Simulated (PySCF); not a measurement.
CH3Si, SMILES [CH]=[SiH2], multiplicity 2.

The structure is a stationary point at PBE-D3(BJ)/def2-TZVP. The isomer is the one that the SMILES or the coordinates give; other isomers of the formula were not compared.

Level of theory: PBE-D3(BJ)/def2-TZVP (PySCF).

Frequencies are harmonic and unscaled.

```tsv
mode	ν (cm⁻¹)	IR (km/mol)	moving atoms (share of kinetic energy)
1	189	41.9	H 82 %, C 17 %
2	265	33.4	H 75 %, C 14 %, Si 12 %
3	570	29.4	H 83 %, Si 10 %
4	628	24.5	H 92 %
5	906	35.1	H 97 %
6	1046	6.1	C 61 %, Si 31 %
7	2183	17.0	H 98 %
8	2197	63.1	H 95 %
9	3273	13.2	H 91 %, C 9 %
```
